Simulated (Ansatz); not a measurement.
Z-matrix (Å, degrees):
```
C
C 1 1.524
H 1 1.092 2 111.2
H 1 1.092 2 111.2 3 -119.1
H 1 1.093 2 111.5 3 120.4
B 2 1.570 1 115.1 3 59.5
H 2 1.098 1 110.3 3 -177.8
H 2 1.098 1 110.3 3 -63.1
S 6 1.829 2 122.3 1 179.8
O 6 1.359 2 119.4 1 -0.2
H 9 1.341 6 96.6 2 -0.0
H 10 0.960 6 115.2 2 -180.0
```

Charge 0, multiplicity 1.

(1) List the r2SCAN/def2-TZVPP orbital energies in eV (Ansatz). (Best estimate.)

Results:

(1) The calculation gave: Occupied: -2408.97, -516.41, -272.64, -272.58, -213.44, -181.31, -157.52, -157.40, -157.33, -27.25, -19.76, -18.97, -15.95, -14.50, -11.80, -11.22, -10.66, -9.85, -9.33, -9.26, -8.56, -8.51, -7.35, -6.66. Lowest empty: -0.26, -0.20, 1.10, 1.68, 2.20, 2.69, 2.70, 3.32.
